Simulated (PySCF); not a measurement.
Electron correlation in O⁺ (oxygen, charge +1)

[He] 2s2 2p3, high-spin 4S determinant. Computed with PySCF 2.14 in Sapporo-DZP-2012, with scalar relativity by spin-free X2C-1e. Frozen: 1s2; 5 electrons correlated.

MP2 pair energies summed by pair of shells (mhartree):

```json
{"pair": "2s-2p", "energy": "-51.18", "share (%)": "66.1"}
{"pair": "2p-2p", "energy": "-18.27", "share (%)": "23.6"}
{"pair": "2s-2s", "energy": "-8.01", "share (%)": "10.3"}
```

Total MP2 correlation energy: -77.47 mhartree.

Same-spin part -22.22 and opposite-spin part -55.25 mhartree; SCS-MP2 scales them by 1/3 and 6/5 to -73.71 mhartree.

```tsv
level	correlation energy (mhartree)
CCSD	-93.92
(T)	-0.65
CCSD(T)	-94.57
```

Diagnostics: T1 = 0.0043, D1 = 0.0083, largest double amplitude 0.040.

Cost of the coupled-cluster step: 0.17 s of wall time on 1 thread of Neoverse-N1 (shared host), for 5 correlated electrons.
